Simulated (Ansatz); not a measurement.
# Abstraction of F: GeH3F + MgH → GeH3 + MgHF

Gas-phase species: GeH3F (fluorogermane) `[F][GeH3]`, singlet; MgH, doublet; GeH3 `[GeH3]`, doublet; MgHF `[F][MgH]`, singlet. A radical takes F: the energy is the difference in strength between the Ge–F bond broken and the Mg–F bond made.

Shapes, held fixed at every level: PBE0-D4/def2-TZVP. Programs: Ansatz 0.2.0. The zero-point and thermal change to 298 K, harmonic and unscaled (PBE0-D4/def2-TZVP), is -3.1 kJ/mol.

| level | kind | ΔH(298 K) (kJ/mol) | less CCSD(T)/def2-TZVPP |
| --- | --- | --- | --- |
| MP2/def2-TZVPP | perturbation theory | -58.8 | -0.2 |
| HF/def2-TZVPP | Hartree–Fock | -44.9 | +13.7 |
| r2SCAN0-D4/def2-TZVPP | global hybrid | -61.5 | -2.9 |
| wB97M-V/def2-TZVPP | range-separated hybrid | -71.4 | -12.8 |
| B2PLYP/def2-TZVPP | double hybrid | -63.5 | -4.9 |
| CCSD/def2-SVP | coupled cluster or CI | -74.0 | -15.4 |
| CCSD/def2-TZVPP | coupled cluster or CI | -59.8 | -1.2 |
| CCSD(T)/def2-TZVPP | coupled cluster or CI | -58.6 | 0.0 |

The highest level, CCSD(T)/def2-TZVPP, gives ΔH(298 K) = -58.6 kJ/mol; the levels span -74.0 to -44.9. The column of differences is taken from that level and isn't an error. No measured value is set beside it here. Open shells run unrestricted. Relativity is left out for Ge. Outer-core shells of Ge, Mg are correlated, in sets that cover them unevenly. Sets without diffuse functions underbind ionic bonds of s-block metals.
